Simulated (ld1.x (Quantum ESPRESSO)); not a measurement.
**Ga (Z = 31): TM pseudisation with PBEsol, scalar-relativistic reference atom.**

ld1.x (Quantum ESPRESSO) 7.5 input, shortened:

```
&input
   title='Ga', zed=31., rel=1, dft='PBESOL', iswitch=3,
   config='[Ar] 3d10 4s1 4p2'
 /
 &inputp
   pseudotype=2, tm=.true., lloc=0,
   nlcc=.true., new_core_ps=.true., rcore=1.00
 /
2
4P  2  1   2.00   0.00  2.15  2.15  0.0
4S  1  0   1.00   0.00  2.00  2.00  0.0
 &test
   configts(1)='4s1 4p2'
 /
```

All-electron outer shells of the reference configuration (PBEsol, scalar-relativistic, ld1.x):

| shell | level (eV) | outermost node (bohr) | outermost maximum (bohr) |
| --- | --- | --- | --- |
| 3p | -100.62 | 0.24 | 0.56 |
| 3d | -21.05 | – | 0.53 |
| 4s | -10.06 | 0.81 | 1.87 |
| 4p | -3.35 | 0.87 | 2.47 |

Task: Does the generator finish with these settings?

Result: Yes, a potential is produced and its reference levels are reproduced.

Task: Estimate the cutoffs (Ry, on a coarse ladder) from which the occupation-weighted sum of valence levels, in a spherical-Bessel basis at the reference potential, stays within 10 and 1 mRy of its value at 400 Ry.

Result: 12 Ry and 30 Ry.

Task: Does the potential have ghost states?

Result: No extra level below or beside the all-electron valence levels (p, s, d, f tested).

Task: Which valence shell sets the plane-wave cutoff?

Result: 4s: its level needs 30 Ry to come within 1 mRy, against 15 Ry for 4p.

Task: Tests: 4s2 4p1; 4s2 4p0; 4s1 4p0; 4s0 4p3; 4s2 4p1.3; 4s1 4p1; 4s2 4p0.5. Which has the largest error in its energy relative to the reference configuration, and how large is it?

Result: 4s1 4p0, with -91 meV (all-electron minus pseudo) on +20.26 eV.
